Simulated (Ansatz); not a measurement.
`C=[CH][In]([F])[Cl]` + `[SiH3]N[SiH3]` → `[F][In]([Cl])[N]([SiH3])[SiH3]` + `C=C` at 700 K and 1 bar (ligand exchange at the In–C bond).

Isolated molecules relaxed with PBE0-D4/def2-TZVP in Ansatz; ΔE leaves out vibrations. CCSD(T)/CBS is the MP2 limit (def2-TZVPP, def2-QZVPP) plus CCSD(T) − MP2 in def2-TZVPP, frozen cores. This one scheme is used for every species. Elements past krypton have def2 core potentials. For In outer-core shells are correlated without core-valence functions, which leaves a few kJ/mol of doubt a bond. Each species was taken in one conformer, which may not be the lowest.

```
                         species  CCSD(T)/CBS energy (Eh)  H − E (kJ/mol)  S (J/(mol·K))
           `C=[CH][In]([F])[Cl]`               -827.35046           187.3          475.9
                 `[SiH3]N[SiH3]`               -637.10515           245.6          444.2
`[F][In]([Cl])[N]([SiH3])[SiH3]`              -1385.98629           263.6          624.8
                           `C=C`                -78.48111           168.9          268.4
```

H − E and S are ideal-gas, rigid-rotor, harmonic terms from PBE0-D4/def2-TZVP, for one conformer and one mirror image of each species. 1 Eh = 2625.50 kJ/mol, R = 8.31446 J/(mol·K).

By hand: ΔE, ΔH, ΔS and ΔG.

ΔE = (-1385.98629) + (-78.48111) − (-827.35046) − (-637.10515) = -0.01179 Eh = -31.0 kJ/mol. Δ(H − E) = 263.6 + 168.9 − 187.3 − 245.6 = -0.4, so ΔH = -31.4 kJ/mol. ΔS = 624.8 + 268.4 − 475.9 − 444.2 = -26.9 J/(mol·K). ΔG = -31.4 − 700 × (-26.9)/1000 = -12.6 kJ/mol.

By hand: the equilibrium constant, and the temperature at which ΔG would vanish if ΔH and ΔS stayed fixed.

log₁₀ K = −ΔG/(RT ln 10) = 0.9. ΔG = 0 at ΔH/ΔS = 1167 K.

TΔS isn't small against ΔH here. A doubt of 5 kJ/mol in ΔE shifts log₁₀ K by 0.4 here. Other conformers and mirror images would add mixing entropy, several J/(mol·K) or more a flexible species. Modes under 60 cm⁻¹, often nearly free rotors, make the harmonic entropy too high. These are equilibria of isolated gas molecules and say nothing of rates. Largest T1 diagnostic: 0.015 (customary marks: 0.02 for closed shells, 0.045 for open ones).
